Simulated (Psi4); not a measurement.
Psi4 input (wB97X-D/6-311+G**):

```
memory 1500 MB

molecule {
-1 1
C    -1.15883105   -0.01847565   -0.06229433
N     0.23205449   -0.01180046   -0.00486002
C     1.40595747   -0.07138145   -0.02931754
H    -1.57509069   -0.35903733    0.89087131
H    -1.53204927    0.98078321   -0.30717996
symmetry c1
no_reorient
no_com
}

set {
  basis 6-311+G**
  reference rks
  scf_type pk
  dft_radial_points 99
  dft_spherical_points 590
  e_convergence 1e-8
  d_convergence 1e-7
  maxiter 150
}

e = energy('wb97x-d')
print_out(f'\nFINAL {e:.10f} DIPOLE {variable("CURRENT DIPOLE")[0]:.6f} {variable("CURRENT DIPOLE")[1]:.6f} {variable("CURRENT DIPOLE")[2]:.6f}\n')
```

Output:

```
   => Loading Basis Set <=

    Name: 6-311+G**
    Role: ORBITAL
    Keyword: BASIS
    atoms 1, 3 entry C          line   129 file 6-311pgss.gbs
    atoms 2    entry N          line   150 file 6-311pgss.gbs
    atoms 4-5  entry H          line    42 file 6-311pgss.gbs

   => WB97X-D: Empirical Dispersion <=

    Chai and Head-Gordon Dispersion Correction
    Chai, J.-D.; Head-Gordon, M. (2010), J. Chem. Phys., 132: 6615-6620

        s6 =       1.000000

         ---------------------------------------------------------
                                   SCF
               by Justin Turney, Rob Parrish, Andy Simmonett
                          and Daniel G. A. Smith
                              RKS Reference
         ---------------------------------------------------------

  ==> Geometry <==

    Molecular point group: c1
    Full point group: C1

    Geometry (in Angstrom), charge = -1, multiplicity = 1:

       Center              X                  Y                   Z               Mass
    ------------   -----------------  -----------------  -----------------  -----------------
         C           -1.158831050000    -0.018475650000    -0.062294330000    12.000000000000
         N            0.232054490000    -0.011800460000    -0.004860020000    14.003074004430
         C            1.405957470000    -0.071381450000    -0.029317540000    12.000000000000
         H           -1.575090690000    -0.359037330000     0.890871310000     1.007825032230
         H           -1.532049270000     0.980783210000    -0.307179960000     1.007825032230

  Running in c1 symmetry.

  Rotational constants: A =      8.31327  B =      0.36691  C =      0.35734 [cm^-1]
  Rotational constants: A = 249225.59249  B =  10999.61931  C =  10712.87241 [MHz]
  Nuclear repulsion =   54.038750583279587

  Charge       = -1
  Multiplicity = 1
  Electrons    = 22
  Nalpha       = 11
  Nbeta        = 11

  ==> Algorithm <==

  SCF Algorithm Type is PK.
  DIIS enabled.
  MOM disabled.
  Fractional occupation disabled.
  Guess Type is SAD.
  Energy threshold   = 1.00e-08
  Density threshold  = 1.00e-07
  Integral threshold = 1.00e-12

  ==> Primary Basis <==

  Basis Set: 6-311+G**
    Blend: 6-311+G**
    Number of shells: 38
    Number of basis functions: 78
    Number of Cartesian functions: 81
    Spherical Harmonics?: true
    Max angular momentum: 2

  ==> DFT Potential <==

   => LibXC <=

    Version 7.1.2
    S. Lehtola, C. Steigemann, M. J. T. Oliveira, and M. A. L. Marques,  SoftwareX 7, 1–5 (2018) (10.1016/j.softx.2017.11.002)

   => Composite Functional: WB97X-D <=

    wB97X-D Hyb-GGA Exchange-Correlation Functional

    J.-D. Chai and M. Head-Gordon,  Phys. Chem. Chem. Phys. 10, 6615–6620 (2008) (10.1039/B810189B)

    Deriv               =              1
    GGA                 =           TRUE
    Meta                =          FALSE

    Exchange Hybrid     =           TRUE
    MP2 Hybrid          =          FALSE

   => Exchange-Correlation Functionals <=

    1.0000   wB97X-D range-separated functional

   => Exact (HF) Exchange <=

    0.7780            HF,LR [omega = 0.2000]
    0.2220               HF

   => LibXC Density Thresholds  <==

    XC_HYB_GGA_XC_WB97X_D:  1.00E-14

   => Molecular Quadrature <=

    Radial Scheme          =       TREUTLER
    Pruning Scheme         =           NONE
    Nuclear Scheme         =       TREUTLER

    Blocking Scheme        =         OCTREE
    BS radius alpha        =              1
    Pruning alpha          =              1
    Radial Points          =             99
    Spherical Points       =            590
    Total Points           =         283291
    Total Blocks           =           2105
    Max Points             =            256
    Max Functions          =             78
    Weights Tolerance      =       1.00E-15

  ==> Integral Setup <==

  Using in-core PK algorithm.
   Calculation information:
      Number of atoms:                   5
      Number of AO shells:              38
      Number of primitives:             69
      Number of atomic orbitals:        81
      Number of basis functions:        78

      Integral cutoff                 1.00e-12
      Number of threads:                 1

  Performing in-core PK
  Using 14243463 doubles for integral storage.
  We computed 268682 shell quartets total.
  Whereas there are 274911 unique shell quartets.

  Computing range-separated integrals for PK
  We computed 268682 wK shell quartets total.
  Whereas there are 274911 wK unique shell quartets.

  ==> DiskJK: Disk-Based J/K Matrices <==

    J tasked:                  Yes
    K tasked:                  Yes
    wK tasked:                 Yes
    Omega:               2.000E-01
    Schwarz Cutoff:          1E-12


  Cached 100.0% of DFT collocation blocks in 0.563 [GiB].

  Minimum eigenvalue in the overlap matrix is 6.2523167942E-04.
  Reciprocal condition number of the overlap matrix is 8.7300094369E-05.
    Using symmetric orthogonalization.

  ==> Pre-Iterations <==

  SCF Guess: Superposition of Atomic Densities via on-the-fly atomic UHF (no occupation information).

   -------------------------
    Irrep   Nso     Nmo
   -------------------------
     A         78      78
   -------------------------
    Total      78      78
   -------------------------

  ==> Iterations <==

                        Total Energy        Delta E     RMS |[F,P]|

   @RKS iter SAD:  -131.15179736895217   -1.31152e+02   0.00000e+00
   @RKS iter   1:  -131.84625502129037   -6.94458e-01   8.28721e-03 DIIS/ADIIS
   @RKS iter   2:  -131.88166133938725   -3.54063e-02   8.14451e-03 DIIS/ADIIS
   @RKS iter   3:  -132.06377131483842   -1.82110e-01   2.34018e-03 DIIS/ADIIS
   @RKS iter   4:  -132.07819182113542   -1.44205e-02   3.42491e-04 DIIS/ADIIS
   @RKS iter   5:  -132.07856376008959   -3.71939e-04   1.07365e-04 DIIS/ADIIS
   @RKS iter   6:  -132.07860293283662   -3.91727e-05   4.02089e-05 DIIS
   @RKS iter   7:  -132.07861031328414   -7.38045e-06   7.26109e-06 DIIS
   @RKS iter   8:  -132.07861103586950   -7.22585e-07   2.14945e-06 DIIS
   @RKS iter   9:  -132.07861115452985   -1.18660e-07   7.85346e-07 DIIS
   @RKS iter  10:  -132.07861117569763   -2.11678e-08   2.65839e-07 DIIS
   @RKS iter  11:  -132.07861117827437   -2.57674e-09   7.37473e-08 DIIS
  Energy and wave function converged.

  ==> Post-Iterations <==

   Electrons on quadrature grid:
      Ntotal   =   21.9999999490 ; deviation = -5.096e-08

    Orbital Energies [Eh]
    ---------------------

    Doubly Occupied:

       1A    -14.261298     2A    -10.085837     3A    -10.069022
       4A     -0.832142     5A     -0.609466     6A     -0.377976
       7A     -0.320450     8A     -0.262040     9A     -0.193677
      10A     -0.189208    11A     -0.042158

    Virtual:

      12A      0.212932    13A      0.226091    14A      0.233006
      15A      0.238131    16A      0.261991    17A      0.271654
      18A      0.289040    19A      0.307422    20A      0.334444
      21A      0.358336    22A      0.424857    23A      0.433173
      24A      0.439015    25A      0.439924    26A      0.477572
      27A      0.515505    28A      0.556079    29A      0.663147
      30A      0.724308    31A      0.763239    32A      0.829149
      33A      0.863562    34A      0.865708    35A      0.881805
      36A      0.921462    37A      1.117415    38A      1.127548
      39A      1.141089    40A      1.156343    41A      1.259688
      42A      1.413763    43A      1.415829    44A      1.452773
      45A      1.587179    46A      1.597276    47A      1.597361
      48A      1.706328    49A      1.770495    50A      1.796863
      51A      1.908953    52A      1.950274    53A      2.022846
      54A      2.222767    55A      2.238741    56A      2.316222
      57A      2.353029    58A      2.397670    59A      2.488707
      60A      2.711217    61A      2.776615    62A      2.790597
      63A      2.923932    64A      3.014898    65A      3.040600
      66A      3.164964    67A      3.303125    68A      3.359834
      69A      3.495213    70A      3.629860    71A      4.039374
      72A      4.159277    73A      4.231389    74A      4.273003
      75A      5.272690    76A     24.197632    77A     24.333385
      78A     36.000590

    Final Occupation by Irrep:
              A
    DOCC [    11 ]
    NA   [    11 ]
    NB   [    11 ]

  @RKS Final Energy:  -132.07861117827437

   => Energetics <=

    Nuclear Repulsion Energy =             54.0387505832795867
    One-Electron Energy =                -289.0818659930888543
    Two-Electron Energy =                 115.7327713509910865
    DFT Exchange-Correlation Energy =     -12.7677006600024718
    Empirical Dispersion Energy =          -0.0005664594537183
    VV10 Nonlocal Energy =                  0.0000000000000000
    Total Energy =                       -132.0786111782743717

Computation Completed

Properties will be evaluated at   0.000000,   0.000000,   0.000000 [a0]

Properties computed using the SCF density matrix

 Multipole Moments:

 ------------------------------------------------------------------------------------
     Multipole            Electronic (a.u.)      Nuclear  (a.u.)        Total (a.u.)
 ------------------------------------------------------------------------------------

 L = 1.  Multiply by 2.5417464519 to convert [e a0] to [Debye]
 Dipole X            :         -0.2963859           -0.0000000           -0.2963859
 Dipole Y            :          0.4579782            0.0000001            0.4579784
 Dipole Z            :          0.5015244           -0.0000000            0.5015244
 Magnitude           :                                                    0.7410233

 ------------------------------------------------------------------------------------

FINAL -132.0786111783 DIPOLE -0.296386 0.457978 0.501524

*** Psi4 exiting successfully. Buy a developer a beer!
```

The dipole moment of an ion depends on the origin.

The geometry given is a B3LYP-D3(BJ)/def2-TZVP minimum.
